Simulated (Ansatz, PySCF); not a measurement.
Gas-phase reaction R1 → P1 + P2, each structure at its B3LYP-D3(BJ)/def2-TZVP stationary point, reached from a drawn start (curvature not checked).
P1: H atom, charge 0, multiplicity 2.
R1: H2O (SMILES O), charge 0, multiplicity 1.
P2: OH (SMILES [OH]), charge 0, multiplicity 2.

| level | reaction energy (kcal/mol) | minus CCSD(T)/cc-pVQZ |
|---|---|---|
| HF/cc-pVDZ | 83.79 | -40.56 |
| BLYP/def2-TZVPP | 122.31 | -2.05 |
| r2SCAN/def2-TZVPP | 120.90 | -3.45 |
| B97M-V/def2-TZVPP | 121.36 | -3.00 |
| M06-2X/def2-TZVPP | 123.95 | -0.41 |
| B2PLYP/def2-TZVPP | 122.80 | -1.56 |
| MP2/cc-pVDZ | 116.88 | -7.47 |
| MP2/cc-pVTZ | 125.44 | 1.09 |
| MP2/cc-pVQZ | 128.10 | 3.74 |
| SCS-MP2/cc-pVTZ | 124.11 | -0.25 |
| CCSD/cc-pVDZ | 113.63 | -10.72 |
| CCSD/cc-pVTZ | 120.51 | -3.85 |
| CCSD(T)/cc-pVTZ | 122.12 | -2.24 |
| CCSD(T)/cc-pVQZ | 124.36 | 0.00 |

 The comparison column counts from a level with limits of its own.

P less R. No zero-point or thermal terms; singlets are restricted closed shells; open shells are unrestricted; no spin–orbit coupling.

Cores are frozen in the correlated methods.

Run with Ansatz (a program for electronic structure); PySCF for M06-2X. Each number belongs to the level named beside it.
